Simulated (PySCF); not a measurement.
## HInO at several levels of theory

All levels use the PBE0 minimum (singlet; In–H 1.664 Å, In–O 1.818 Å; H–In–O 180.0°), basis [In def2-TZVP with ECP28, O def2-TZVP, H def2-TZVP], scalar-relativistic core potentials, density fitting, no spin–orbit coupling, PySCF. For vertical energies the ionised species is a doublet (spins chosen at PBE0 and kept) and the electron-attached one a doublet. Atomisation goes to high-spin ground-configuration atoms, without zero-point energy. Open shells are unrestricted, also as the reference of the correlated levels. A dash marks a value that was not computed or is not defined at that level.

```xyz
3
charge 0 multiplicity 1, angstrom
In    0.0000    0.0000    0.2078
O     0.0000    0.0000   -1.6103
H     0.0000    0.0000    1.8714
```

```tsv
level	atomisation (kJ/mol)	vertical IP (eV)	vertical EA (eV)	−ε(HOMO) (eV)	gap (eV)	dipole (D)
PBE0	?	?	?	?	?	?
HF	207	6.77	-0.58	10.49	11.24	5.93
MP2	621	9.75	-0.47	–	–	–
PBE	647	9.54	-0.18	5.98	3.84	4.33
CCSD(T)	?	?	?	–	–	–
r2SCAN	618	9.24	-0.11	6.18	4.29	4.58
B3LYP	585	9.30	-0.13	7.06	5.35	4.72
TPSSh	608	9.16	-0.23	6.49	4.82	4.57
MN15	581	9.20	-0.11	8.15	7.19	4.88
BHandHLYP	502	8.59	-0.24	8.48	7.63	5.27
```

**Question.** Fill in the row of CCSD(T).

**Answer.** atomisation (kJ/mol) 580, vertical IP (eV) 9.27, vertical EA (eV) -0.39.

**Question.** Fill in the row of PBE0.

**Answer.** atomisation (kJ/mol) 577, vertical IP (eV) 9.07, vertical EA (eV) -0.16, −ε(HOMO) (eV) 7.22, gap (eV) 5.81, dipole (D) 4.85.

For HInO itself CCSD(T) correlates 20 electrons; T1 = 0.033, D1 = 0.091, (T) = -66 kJ/mol. T1 is large, so the single-reference value is itself in doubt.

Without diffuse functions attachment energies tend to come out too low.
